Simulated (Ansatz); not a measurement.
C2H5ClSSi can be A, `C=C(Cl)S[SiH3]`, or B, `C=C[SiH](S)Cl`.

Isolated molecules relaxed with PBE0-D4/def2-TZVP in Ansatz; ΔE leaves out vibrations. CBS: MP2 limit from def2 TZ/QZ plus the TZ coupled-cluster correction, frozen cores. Functionals use def2-TZVPP. B3LYP here is the variant with VWN-RPA as its local correlation; programs differ in this. One conformer a species, not always the lowest.

A:

```xyz
10

C     0.991   -1.118    1.669
C     0.143   -0.331    1.021
Cl   -0.100    1.307    1.532
S    -0.839   -0.908   -0.318
Si   -0.725    0.740   -1.691
H     1.519   -0.768    2.546
H     1.156   -2.131    1.328
H    -1.268    0.155   -2.942
H     0.683    1.166   -1.875
H    -1.560    1.888   -1.268
```

B:

Z-matrix (Å, degrees):
```
Si
C 1 1.850
Cl 1 2.060 2 107.1
S 1 2.124 2 112.6 3 -123.4
H 1 1.480 2 113.3 3 117.8
C 2 1.330 1 123.7 3 136.8
H 2 1.089 1 117.4 3 -43.6
H 4 1.345 1 94.0 2 57.2
H 6 1.086 2 121.6 1 -0.5
H 6 1.086 2 121.9 1 179.3
```

(1) Which isomer does CCSD(T)/CBS put lower? Give the gap. (Best estimate.)

(2) Give E(B) − E(A) in kJ/mol with MP2/def2-TZVPP, PBE0-D4, ωB97M-V, PBE-D4, CCSD/def2-TZVPP, B3LYP, r2SCAN-D4. (Estimate.)

Largest T1 diagnostic: 0.012.

Answers

(1) The calculation gave: B, by 211.5 kJ/mol.

(2) Computed: MP2/def2-TZVPP -209.6, PBE0-D4 -203.7, ωB97M-V -212.1, PBE-D4 -192.1, CCSD/def2-TZVPP -214.5, B3LYP -205.3, r2SCAN-D4 -205.1. None reverses the order clearly.

In def2-TZVPP, CCSD(T) changes the Hartree–Fock value by +19.0 kJ/mol (the triples alone add +5.2 kJ/mol) and MP2 by +18.7 kJ/mol. From PBE to PBE0 (25 % exact exchange), in def2-TZVPP and without D4, E(B) − E(A) moves by −11.3 kJ/mol.
